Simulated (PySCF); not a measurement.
**Polarisability and C₆ of C⁺ (carbon, charge +1)**

[He] 2s2 2p1, 2P determinant. Calculation: PySCF 2.14, in ANO-RCC-VTZP; scalar relativity by spin-free X2C-1e. Coupled (time-dependent) response in atomic units; α is the mean over directions. The basis has no added diffuse functions, which lowers α and C₆.

| method | mean α (bohr³) | α xx, yy, zz | C₆ (like pair) | S(−4) |
| --- | --- | --- | --- | --- |
| UHF | 6.241 | 6.322, 6.080, 6.322 | 14.82 | 39.78 |
| PBE | 6.006 | 6.055, 5.907, 6.055 | 14.50 | 27.56 |
| PBE0 | 5.998 | 6.061, 5.873, 6.061 | 14.41 | 28.13 |
| wB97M-V | 5.983 | 6.070, 5.809, 6.070 | 14.39 | 26.28 |
| BP86 | 6.021 | 6.070, 5.923, 6.070 | 14.57 | 27.52 |

S(−4) is the Cauchy moment in α(ω) = α(0) + S(−4) ω² + …

α(iu) at wB97M-V:

| u (hartree) | α(iu) (bohr³) |
| --- | --- |
| 0 | 5.983 |
| 0.0500 | 5.918 |
| 0.100 | 5.734 |
| 0.200 | 5.123 |
| 0.300 | 4.395 |
| 0.500 | 3.128 |
| 0.750 | 2.093 |
| 1.00 | 1.473 |
| 1.50 | 0.8304 |
| 2.00 | 0.5311 |
| 3.00 | 0.2720 |
| 5.00 | 0.1117 |

A single London oscillator, α(iu) = α/(1 + u²/ω²), gives C₆ = (3/4) ω α². Matching the computed C₆ needs ω = 4 × 14.39 / (3 × 5.983²) = 0.536 hartree.

For an ion, C₆ is the dispersion term alone; charge-induced terms of lower order in 1/R come first.

The components differ because the open shell of this determinant is not spherical; for a pure term their mean is the scalar polarisability.
